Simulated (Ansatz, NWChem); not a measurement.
## Abstraction of Cl: BCl3 + BF2 → BCl2 + BClF2

Gas-phase species: BCl3 (boron trichloride) `ClB(Cl)Cl`, singlet; BF2 `F[B]F`, doublet; BCl2 `Cl[B]Cl`, doublet; BClF2 `FB(F)Cl`, singlet. A radical takes Cl: the energy is the difference in strength between two B–Cl bonds in different surroundings.

Shapes, held fixed at every level: PBE0-D4/def2-TZVP. Programs: Ansatz 0.2.0, NWChem 7.3.0. A level may come from different programs for different species; with the same settings they agree closely. The zero-point and thermal change to 298 K, harmonic and unscaled (PBE0-D4/def2-TZVP), is +0.9 kJ/mol.

(1) Estimate ΔH(298 K) of this reaction.

Results:

(1) The highest level, CCSD(T)/CBS estimate, gives ΔH(298 K) = -16.1 kJ/mol; the levels span -21.9 to -13.3. The column of differences is taken from that level and isn't an error. No measured value is set beside it here. Open shells run unrestricted. The CBS estimate extrapolates MP2 from def2-TZVPP and def2-QZVPP and adds CCSD(T) − MP2 in the triple-zeta set, cores frozen.

| level | kind | ΔH(298 K) (kJ/mol) | less CCSD(T)/CBS estimate |
| --- | --- | --- | --- |
| MP2/def2-SVP | perturbation theory | -13.3 | +2.8 |
| HF/def2-TZVPP | Hartree–Fock | -21.9 | -5.8 |
| SPW92/def2-TZVPP | LDA | -13.7 | +2.4 |
| PBE0/def2-SVP | global hybrid | -18.7 | -2.6 |
| wB97X-V/def2-TZVPP | range-separated hybrid | -15.9 | +0.2 |
| CCSD(T)/def2-SVP | coupled cluster or CI | -20.2 | -4.1 |
| CCSD(T)/def2-TZVPP | coupled cluster or CI | -17.8 | -1.7 |
| CCSD(T)/CBS estimate | coupled cluster or CI | -16.1 | 0.0 |
